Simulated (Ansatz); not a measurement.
Consider the ligand exchange at the In–F bond: `[F][InH][F]` + HCl → `[F][InH][Cl]` + H–F.

Program: Ansatz. Geometries: PBE0-D4/def2-TZVP. ΔE: electronic, gas phase. CCSD(T)/CBS adds triple-zeta CCSD(T) − MP2 to the extrapolated MP2 energy (def2 sets, frozen cores). This one scheme is used for every species. DFT in def2-TZVPP. def2 core potentials past Kr. For In outer-core shells are correlated without core-valence functions, which leaves a few kJ/mol of doubt a bond.

```csv
level,ΔE (kJ/mol)
CAM-B3LYP-D4,-50.0
CAM-B3LYP,-48.3
LC-ωPBE,-48.7
SCS-MP2/def2-QZVPP,-56.8
```

What does CCSD(T)/CBS give? (Best estimate.)

Ansatz gave: -58.7 kJ/mol. The listed levels differ from it by 8.7, 10.4, 10.0, 1.9 kJ/mol.

Largest T1 diagnostic among the species: 0.017.

From PBE to PBE0 (25 % exact exchange), in def2-TZVPP and without D4, ΔE moves by −9.2 kJ/mol. Leaving LDA and LC-ωPBE aside and taking each functional with its dispersion term where it has one, the values, not all of them listed here, spread over 18.0 kJ/mol, from PBE-QIDH to BLYP-D4. LDA lies −5.4 kJ/mol from PBE without D4. At CCSD(T), def2-SVP lies +8.7 kJ/mol from the extrapolated value and def2-TZVPP +1.1 kJ/mol.
